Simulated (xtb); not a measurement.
Input file for xtb: GFN2-xTB on PS-, 2S+1 = 3, a spin state set in the input, which need not be the lowest, a point of a bond scan (R = 2.006 Å). Charge -1.

```
$ xtb mol.xyz --gfn 2 --sp --chrg -1 --uhf 2
2

P      0.00000000     0.00000000     0.00000000
S      0.00000000     0.00000000     2.00602200
```

**Question.** Predict the final total energy.

**Answer.** -5.9668 hartree.
